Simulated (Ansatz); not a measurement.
AlGeH3INO (`[NH2][Ge]1([I])[O][AlH]1`) at its PBE0-D4/def2-TZVP geometry, where that method's forces vanish. Charge 0, multiplicity 1. I takes the def2 core potential.

```xyz
8

N    -1.1719   -0.9653   -0.9444
Ge   -0.2363    0.4118   -0.2075
I    -2.0423    2.0438    0.5201
O     0.7910   -0.1867    1.2528
Al    2.0188    0.6126    0.3922
H    -2.1554   -0.9781   -0.7138
H    -0.7597   -1.8754   -0.7885
H     3.5559    0.9374    0.4891
```

(1) What forces (eV/Å) does PBE-D4/def2-TZVPP give on these atoms in Ansatz? (An estimate is asked.)

Answers

(1) The calculation gave: 
```
N1  -0.027 -0.060 -0.318
Ge2 -0.034  0.377 -0.365
I3  -0.204  0.184  0.080
O4  -0.044 -0.433  0.697
Al5  0.360  0.225 -0.252
H6  -0.339 -0.003  0.077
H7   0.133 -0.316  0.054
H8   0.155  0.025  0.026
```
